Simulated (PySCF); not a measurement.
# Radial density of Ar¹⁴⁺ (argon, charge +14)

BLYP, [He] 2s2, closed-shell 1S. Computed with PySCF 2.14 in an uncontracted even-tempered set (19 s from 2.4 bohr⁻², ratio 2.2; 9 p from 3.8 bohr⁻², ratio 2.4; 6 d from 11 bohr⁻², ratio 2.4; 5 f from 17 bohr⁻², ratio 2.4; 4 g from 26 bohr⁻², ratio 2.4), with scalar relativity by spin-free X2C-1e.

```tsv
r (bohr)	4πr²ρ (e/bohr)
0.00115	0.07863
0.00194	0.2076
0.00326	0.5392
0.00548	1.359
0.00922	3.258
0.0155	7.154
0.0261	13.51
0.0439	19.68
0.0738	18.35
0.124	8.413
0.209	4.835
0.351	5.970
0.591	1.350
0.994	0.02044
```

Densities and radii are taken from the X2C orbitals without a picture-change correction, which distorts them close to the nucleus.
